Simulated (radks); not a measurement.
Results of a calculation; reference values are marked as such.
All-electron atom: Pr+ in [Kr] 4d10 4f3 5s2 5p5 6s2 (not the ground configuration).

Level of theory: Dirac Kohn-Sham, BLYP, spin-unpolarised, spherical densities, finite nucleus; open shells fill j = l - 1/2 first; Fermi nuclear charge, rms radius 4.8919 fm (a radial shooting solver on a logarithmic mesh with Libxc functionals).

Energy parts (eV):
total: -251487.79
kinetic: 270490.19
electron-nucleus: -613058.00
Hartree: 96987.24
exchange-correlation: -5907.23

Orbitals (lengths in bohr, moments of r in powers of bohr; r(max) is where P^2 peaks):
| orbital | occ. | eigenvalue (eV) | r(max) |
|---|---|---|---|
| 1s1/2 | 2 | -41790.33 | 0.01541 |
| 2s1/2 | 2 | -6728.780 | 0.08741 |
| 2p1/2 | 2 | -6360.790 | 0.06650 |
| 2p3/2 | 4 | -5878.341 | 0.07185 |
| 3s1/2 | 2 | -1459.088 | 0.2493 |
| 3p1/2 | 2 | -1302.456 | 0.2361 |
| 3p3/2 | 4 | -1206.889 | 0.2476 |
| 3d3/2 | 4 | -933.3168 | 0.1985 |
| 3d5/2 | 6 | -912.7131 | 0.2018 |
| 4s1/2 | 2 | -297.8245 | 0.5793 |
| 4p1/2 | 2 | -239.2284 | 0.5877 |
| 4p3/2 | 4 | -218.6498 | 0.6125 |
| 4d3/2 | 4 | -122.4280 | 0.6312 |
| 4d5/2 | 6 | -118.8213 | 0.6394 |
| 5s1/2 | 2 | -48.6789 | 1.347 |
| 5p1/2 | 2 | -32.8014 | 1.473 |
| 5p3/2 | 3 | -29.8604 | 1.542 |
| 4f5/2 | 3 | -11.2103 | 0.6891 |
| 4f7/2 | 0 | -10.8533 | 0.6943 |
| 6s1/2 | 2 | -9.3508 | 3.419 |

The highest occupied level is 6s1/2 at -9.351 eV. The configuration is held as typed, so some empty levels lie below it. Summed over all electrons, <r^2> = 70.92 bohr^2, which gives a Langevin (diamagnetic) susceptibility term of -56.2 x 10^-6 cm^3/mol. The density falls to 0.001 e/bohr^3 at r = 5.06 bohr.
